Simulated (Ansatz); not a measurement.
Geometry optimisation of the cluster Ca₂F₄.

```yaml
crystal:
  periodic: [false, false, false]
  atoms:
    - {symbol: Ca, position_ang: [1.063910, -1.088960, 0.348490]}
    - {symbol: Ca, position_ang: [-0.693170, 1.193470, -0.828470]}
    - {symbol: F, position_ang: [0.913450, 0.948310, 0.413570]}
    - {symbol: F, position_ang: [-0.440620, -0.826310, -1.010960]}
    - {symbol: F, position_ang: [1.421410, -2.398720, 1.635170]}
    - {symbol: F, position_ang: [-2.264990, 2.172210, -0.557800]}
basis:
  gaussian: {orbitals: def2-SVP}
hamiltonian: {xc: pbe, dispersion: d4}
scf: {omitted_lower_state_checks: [starts]}
output: {orbitals: {seedname: orbitals}}
relax: {f_tol: 0.02, max_steps: 100}
```

```sh
$ ansatz run in.yaml --threads 4 --pin off --events-out ev --progress --plain --max-ram 3916MiB
```

Shortened log:

```
Functional definition: PBE
mean field -47718.69439283 eV, -1753.6296740436 hartree, gradient 2.0e-5 eV, S^2 0.000000; 0 other end points of the search recorded, 0 dependent functions left out
relax step   1: F+E_penalty+E_count = -47718.81100789 eV  Δ(F+E_penalty+E_count) = +0.000e0 eV  max|allowed force component| = 1.922e0 eV/Å  Δτ_max = 0.0000 Å  (25 SCF iters, accepted)
mean field -47719.22145280 eV, -1753.6490431405 hartree, gradient 3.9e-6 eV, S^2 0.000000; 0 other end points of the search recorded, 0 dependent functions left out
relax step   2: F+E_penalty+E_count = -47719.33282095 eV  Δ(F+E_penalty+E_count) = -5.218e-1 eV  max|allowed force component| = 5.007e-1 eV/Å  Δτ_max = 0.1742 Å  (28 SCF iters, accepted)
mean field -47719.26747357 eV, -1753.6507343724 hartree, gradient 9.1e-6 eV, S^2 0.000000; 0 other end points of the search recorded, 0 dependent functions left out
relax step   3: F+E_penalty+E_count = -47719.37733443 eV  Δ(F+E_penalty+E_count) = -4.451e-2 eV  max|allowed force component| = 7.574e-2 eV/Å  Δτ_max = 0.0560 Å  (28 SCF iters, accepted)
mean field -47719.28230741 eV, -1753.6512795060 hartree, gradient 8.5e-5 eV, S^2 0.000000; 0 other end points of the search recorded, 0 dependent functions left out
relax step   4: F+E_penalty+E_count = -47719.39067923 eV  Δ(F+E_penalty+E_count) = -1.334e-2 eV  max|allowed force component| = 1.013e-1 eV/Å  Δτ_max = 0.2000 Å  (28 SCF iters, accepted)
mean field -47719.30638468 eV, -1753.6521643296 hartree, gradient 7.9e-5 eV, S^2 0.000000; 0 other end points of the search recorded, 0 dependent functions left out
relax step   5: F+E_penalty+E_count = -47719.41460903 eV  Δ(F+E_penalty+E_count) = -2.393e-2 eV  max|allowed force component| = 6.299e-2 eV/Å  Δτ_max = 0.2000 Å  (29 SCF iters, accepted)
mean field -47719.31612973 eV, -1753.6525224535 hartree, gradient 6.1e-5 eV, S^2 0.000000; 0 other end points of the search recorded, 0 dependent functions left out
relax step   6: F+E_penalty+E_count = -47719.42388384 eV  Δ(F+E_penalty+E_count) = -9.275e-3 eV  max|allowed force component| = 1.453e-2 eV/Å  Δτ_max = 0.1647 Å  (28 SCF iters, accepted)
mean field -47719.31233726 eV, -1753.6523830828 hartree, gradient 4.0e-5 eV, S^2 0.000000; 0 other end points of the search recorded, 0 dependent functions left out
relax step   7: F+E_penalty+E_count = -47719.41940569 eV  Δ(F+E_penalty+E_count) = +4.478e-3 eV  max|allowed force component| = 3.039e-1 eV/Å  Δτ_max = 0.1952 Å  (28 SCF iters, rejected (line search))
mean field -47719.31917960 eV, -1753.6526345339 hartree, gradient 1.4e-5 eV, S^2 0.000000; 0 other end points of the search recorded, 0 dependent functions left out
relax step   8: F+E_penalty+E_count = -47719.42669197 eV  Δ(F+E_penalty+E_count) = -2.808e-3 eV  max|allowed force component| = 6.736e-2 eV/Å  Δτ_max = 0.0950 Å  (28 SCF iters, accepted)
mean field -47719.31975172 eV, -1753.6526555590 hartree, gradient 1.6e-5 eV, S^2 0.000000; 0 other end points of the search recorded, 0 dependent functions left out
relax step   9: F+E_penalty+E_count = -47719.42719052 eV  Δ(F+E_penalty+E_count) = -4.985e-4 eV  max|allowed force component| = 1.261e-1 eV/Å  Δτ_max = 0.0585 Å  (26 SCF iters, accepted)
mean field -47719.32095123 eV, -1753.6526996402 hartree, gradient 4.8e-5 eV, S^2 0.000000; 0 other end points of the search recorded, 0 dependent functions left out
relax step  10: F+E_penalty+E_count = -47719.42833685 eV  Δ(F+E_penalty+E_count) = -1.146e-3 eV  max|allowed force component| = 8.378e-2 eV/Å  Δτ_max = 0.0455 Å  (23 SCF iters, accepted)
mean field -47719.32213949 eV, -1753.6527433079 hartree, gradient 4.7e-5 eV, S^2 0.000000; 0 other end points of the search recorded, 0 dependent functions left out
relax step  11: F+E_penalty+E_count = -47719.42963140 eV  Δ(F+E_penalty+E_count) = -1.295e-3 eV  max|allowed force component| = 2.376e-3 eV/Å  Δτ_max = 0.0305 Å  (23 SCF iters, accepted)
mean field -47719.32229208 eV, -1753.6527489157 hartree, gradient 3.8e-5 eV, S^2 0.000000; 0 other end points of the search recorded, 0 dependent functions left out
relax step  12: F+E_penalty+E_count = -47719.42978161 eV  Δ(F+E_penalty+E_count) = -1.502e-4 eV  max|allowed force component| = 2.691e-3 eV/Å  Δτ_max = 0.0235 Å  (23 SCF iters, accepted)
mean field -47719.32234641 eV, -1753.6527509122 hartree, gradient 4.8e-5 eV, S^2 0.000000; 0 other end points of the search recorded, 0 dependent functions left out
relax step  13: F+E_penalty+E_count = -47719.42979935 eV  Δ(F+E_penalty+E_count) = -1.774e-5 eV  max|allowed force component| = 1.634e-2 eV/Å  Δτ_max = 0.0383 Å  (23 SCF iters, accepted)
mean field -47719.32234641 eV, -1753.6527509122 hartree, gradient 4.8e-5 eV, S^2 0.000000; 0 other end points of the search recorded, 0 dependent functions left out
Total energy: -47719.42988838 eV, -1753.6567030065 hartree
Atom 0 at     0.972729    -1.226844     0.604593 Å, force     0.008072    -0.004601    -0.001911 eV/Å
Atom 1 at    -0.979073     1.225382    -0.596751 Å, force    -0.004171     0.009869    -0.008355 eV/Å
Atom 2 at     0.700953     0.920810     0.741077 Å, force    -0.002070     0.001261     0.004653 eV/Å
Atom 3 at    -0.702537    -0.921329    -0.738922 Å, force    -0.004426    -0.001784     0.002176 eV/Å
Atom 4 at     2.143037    -2.668305     1.288929 Å, force    -0.010048     0.011595    -0.004906 eV/Å
Atom 5 at    -2.135119     2.670287    -1.298927 Å, force     0.012644    -0.016339     0.008342 eV/Å
Dipole moment:    -0.012121    -0.002970     0.015209 e Å
Checks for a lower state left out: starts
```

Hardware: 4 threads of Arm Neoverse V2 on a shared host. Wall time 13 s.

The structure comes from a short search, and lower isomers may exist.
